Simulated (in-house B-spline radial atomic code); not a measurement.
Configurations of the gadolinium ion Gd⁶⁺, with energies counted from [Kr] 4d10 4f6 5s2 5p4. Computed with an all-electron radial atomic-structure program (B-spline basis): Dirac-Hartree-Fock, average of configuration, Fermi nucleus of rms radius 5.1569 fm. Energies include first-order Breit, QED and recoil terms.

Occupations are held fixed; configurations that lie above the ionisation limit could autoionise.

```csv
configuration,E - E(ref) (eV),highest orbital,its <r> (bohr)
[Kr] 4d10 4f6 5s2 5p3 6d1,65.715,6d5/2,3.505
[Kr] 4d10 4f5 5s2 5p4 7d1,71.352,7d5/2,5.529
[Kr] 4d10 4f5 5s2 5p4 9d1,83.074,9d5/2,10.92
[Kr] 4d10 4f6 5s2 5p3 8d1,86.184,8d5/2,8.062
[Kr] 4d10 4f5 5s2 5p4 9g1,87.404,9g7/2,15.62
[Kr] 4d9 4f6 5s2 5p4 8s1,221.94,8s1/2,6.377
[Kr] 4d9 4f6 5s2 5p4 7g1,230.69,7g7/2,8.843
```

Problem. Order these further configurations by energy, lowest first.
A. [Kr] 4d10 4f6 5s2 5p3 9s1
B. [Kr] 4d10 4f6 5s2 5p3 7g1
C. [Kr] 4d10 4f6 5s2 5p3 6s1
D. [Kr] 4d9 4f7 5s2 5p4
E. [Kr] 4d9 4f6 5s2 5p5

Solution. C (45.725 eV), A (87.208 eV), B (89.38 eV), E (138.66 eV), D (148.17 eV).

Problem. How far above the reference does [Kr] 4d10 4f6 5s2 5p3 8g1 lie?

Solution. 92.619 eV; its least bound orbital is 8g7/2 with <r> = 12.04 bohr.

Problem. How far above the reference does [Kr] 4d10 4f5 5s2 5p4 8g1 lie?

Solution. 85.177 eV; its least bound orbital is 8g7/2 with <r> = 12.02 bohr.
